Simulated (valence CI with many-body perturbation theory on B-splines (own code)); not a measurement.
**E1 line list for Zn XXV**

Computed by valence CI with perturbative core correlation (CI+MBPT): four valence electrons over a frozen Dirac-Fock core [He], radial functions for each j: 11 s, 11 p, 10 d, 8 f, 5 g, 2 h, with the one-electron correlation potential Σ1, the two-electron term Σ2, the three-electron term Σ3, Breit, model QED; selected CI, second order for the rest, scaled by the run's own slope (own B-spline code, finite nucleus).

No measured levels were compared; by estimate levels of excited configurations hold to 0.05 to 0.15 % of their energy, terms of the ground configuration to about 0.5 %. Among the levels kept, up to 1000 cm⁻¹ of a level comes from second order outside the variational space, and about a tenth of that is noise between levels of different J, which matters for small intervals.

Lines 1 to 50 of 536 in falling wavelength, among levels below 1618.9 eV, chosen from the strongest by gf and those to the six lowest levels. Wavelengths and rates use the calculated energies, so an error of 700 cm⁻¹ moves a line at 55.17 nm by 0.39 % and its rate by three times that or more. Electric multipoles are in the length gauge, E1 and E2 with the static RPA response of the core. Weak lines are less certain than strong ones. Lines between different terms over intervals too small for the method are left out, as are lines whose strength nearly cancels. Where a level lies close to another of its J and parity, the split of strength between their lines is uncertain. The highest levels of a list are the least certain.

Names give the largest LS component (configuration and term), which can be under half, so a name can repeat, a term be missing and a line seem to break the LS rules; names also repeat where a configuration has a term twice. Letters in brackets count levels of one name in rising energy.

| λ vac (nm) | Upper | Lower | A (s⁻¹) | S (a.u.) |
| --- | --- | --- | --- | --- |
| 55.17 | 2p3 3p 1F_3 | 2p3 3s 1D°_2 | 2.85e+08 | 1.65e-01 |
| 51.51 | 2p3 3p 3F_2 | 2p3 3s 3D°_1 | 4.49e+08 | 1.51e-01 |
| 50.52 | 2p3 3p 3F_3 | 2p3 3s 3D°_3 | 4.64e+08 | 2.07e-01 |
| 47.06 | 2p3 3p 3F_2 | 2p3 3s 3D°_2 | 6.07e+08 | 1.56e-01 |
| 45.59 | 2s 2p2 3p 3F°_2 | 2s 2p2 3s 3D_1 | 7.70e+08 | 1.80e-01 |
| 45.34 | 2s 2p2 3p 1F°_3 | 2s 2p2 3s 1D_2 | 1.42e+09 | 4.56e-01 |
| 44.95 | 2s 2p2 3p 5D°_1 [a] | 2s 2p2 3s 5P_1 | 1.16e+09 | 1.56e-01 |
| 44.32 | 2p3 3p 3D_3 | 2p3 3s 1D°_2 | 1.09e+09 | 3.27e-01 |
| 43.87 | 2p3 3d 5D°_4 | 2s 2p2 3d 1F_3 | 5.85e+08 | 2.19e-01 |
| 43.74 | 2s 2p2 3d 5F_5 | 2s 2p2 3p 5D°_4 | 1.44e+09 | 6.55e-01 |
| 43.66 | 2s 2p2 3d 3F_3 [d] | 2s 2p2 3p 3D°_2 [c] | 7.58e+08 | 2.18e-01 |
| 43.63 | 2p3 3d 5D°_4 | 2p3 3p 5P_3 | 9.92e+08 | 3.66e-01 |
| 43.43 | 2s 2p2 3d 3F_4 [b] | 2s 2p2 3p 3D°_3 [b] | 7.89e+08 | 2.87e-01 |
| 42.99 | 2s 2p2 3d 5D_4 | 2s 2p2 3p 5D°_4 | 5.31e+08 | 1.87e-01 |
| 42.86 | 2p3 3p 3D_2 | 2p3 3s 3D°_1 | 1.00e+09 | 1.95e-01 |
| 42.72 | 2p3 3d 3F°_3 | 2p3 3p 3D_2 | 1.50e+09 | 4.05e-01 |
| 42.39 | 2s 2p2 3d 5F_4 | 2s 2p2 3p 5D°_3 | 1.56e+09 | 5.28e-01 |
| 41.76 | 2s 2p2 3d 3G_5 | 2s 2p2 3p 3F°_4 | 1.71e+09 | 6.76e-01 |
| 41.45 | 2s 2p2 3d 1D_2 [c] | 2s 2p2 3p 1P°_1 [c] | 1.13e+09 | 1.99e-01 |
| 41.25 | 2s 2p2 3d 3F_4 [b] | 2s 2p2 3p 3F°_4 | 4.33e+08 | 1.35e-01 |
| 41.05 | 2s 2p2 3d 3D_3 [c] | 2s 2p2 3p 3P°_2 [b] | 9.34e+08 | 2.23e-01 |
| 40.90 | 2s 2p2 3d 5F_3 [a] | 2s 2p2 3p 5D°_2 | 1.69e+09 | 3.99e-01 |
| 40.82 | 2s 2p2 3d 3D_3 [d] | 2s 2p2 3p 3P°_2 [c] | 7.85e+08 | 1.84e-01 |
| 40.73 | 2s 2p2 3p 5P°_3 | 2s 2p2 3s 5P_3 | 1.49e+09 | 3.48e-01 |
| 40.62 | 2s 2p2 3d 3D_3 [b] | 2s 2p2 3p 3D°_3 [b] | 7.96e+08 | 1.84e-01 |
| 40.53 | 2s 2p2 3d 3F_4 [c] | 2s 2p2 3p 3D°_3 [c] | 1.61e+09 | 4.76e-01 |
| 40.53 | 2p3 3d 3D°_3 | 2s 2p2 3d 1D_2 [c] | 7.22e+08 | 1.66e-01 |
| 40.23 | 2s 2p2 3d 5P_2 | 2s 2p2 3p 5S°_2 | 1.01e+09 | 1.63e-01 |
| 40.04 | 2s 2p2 3d 1F_3 | 2s 2p2 3p 1D°_2 [b] | 1.66e+09 | 3.69e-01 |
| 39.98 | 2s 2p2 3p 3P°_2 [a] | 2s 2p2 3s 3P_2 [a] | 1.72e+09 | 2.71e-01 |
| 39.98 | 2s 2p2 3d 5F_3 [b] | 2s 2p2 3p 5D°_3 | 5.56e+08 | 1.23e-01 |
| 39.96 | 2p3 3d 3D°_2 | 2p3 3p 3P_1 [a] | 1.43e+09 | 2.25e-01 |
| 39.75 | 2s 2p2 3p 3S°_1 | 2s 2p2 3s 3P_2 [b] | 1.26e+09 | 1.17e-01 |
| 39.73 | 2p3 3p 3D_2 | 2p3 3s 3D°_2 | 8.22e+08 | 1.27e-01 |
| 39.70 | 2s 2p2 3d 3F_3 [c] | 2s 2p2 3p 1D°_2 [a] | 1.23e+09 | 2.66e-01 |
| 39.70 | 2s 2p2 3d 3G_4 | 2s 2p2 3p 3F°_3 | 1.84e+09 | 5.11e-01 |
| 39.57 | 2p3 3p 3F_3 | 2p3 3s 3D°_2 | 1.48e+09 | 3.17e-01 |
| 39.55 | 2s2 2p 3d 3F°_4 | 2s2 2p 3p 3D_3 | 1.78e+09 | 4.89e-01 |
| 39.50 | 2s 2p2 3p 3D°_2 [a] | 2s 2p2 3s 3P_1 [a] | 1.57e+09 | 2.39e-01 |
| 39.37 | 2s 2p2 3d 3D_2 [c] | 2s 2p2 3p 3P°_1 [d] | 9.89e+08 | 1.49e-01 |
| 39.05 | 2s 2p2 3d 3D_3 [d] | 2s 2p2 3p 3D°_2 [d] | 8.87e+08 | 1.82e-01 |
| 39.05 | 2s 2p2 3p 3P°_1 [a] | 2s 2p2 3s 3P_2 [a] | 1.71e+09 | 1.51e-01 |
| 38.89 | 2p3 3p 3D_3 | 2p3 3s 3D°_3 | 8.54e+08 | 1.74e-01 |
| 38.86 | 2s 2p2 3d 5P_1 | 2s 2p2 3p 5S°_2 | 1.54e+09 | 1.34e-01 |
| 38.76 | 2s 2p2 3p 3D°_3 [a] | 2s 2p2 3s 3P_2 [a] | 1.69e+09 | 3.39e-01 |
| 38.70 | 2s 2p2 3p 3D°_2 [d] | 2s 2p2 3s 3P_2 [b] | 1.23e+09 | 1.76e-01 |
| 38.31 | 2p3 3p 3P_2 [a] | 2s 2p2 3p 1P°_1 [b] | 1.40e+09 | 1.94e-01 |
| 38.22 | 2s 2p2 3d 1D_2 [b] | 2s 2p2 3p 3P°_1 [e] | 9.98e+08 | 1.38e-01 |
| 38.16 | 2s2 2p 3d 3F°_3 | 2s2 2p 3p 3D_2 | 1.98e+09 | 3.81e-01 |
| 38.10 | 2p3 3p 3F_4 | 2p3 3s 3D°_3 | 3.25e+09 | 7.99e-01 |
